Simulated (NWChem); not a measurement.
CH6Hf; SMILES [CH3][HfH3]

Results from NWChem. Coordinates come from a PBE0/def2-SVP optimisation. def2 effective core potentials on Hf; no spin-orbit coupling. B3LYP is NWChem's, with the RPA form of VWN correlation.

For level B3LYP/def2-SVP:

```yaml
highest occupied level (eV): -7.82
orbital gap (eV): 5.96
```

**Question.** Estimate the same quantities for level PW6B95/def2-SVP.

**Answer.** 
| Item | Result |
|---|---|
| highest occupied level (eV) | -8.12 |
| orbital gap (eV) | 6.57 |
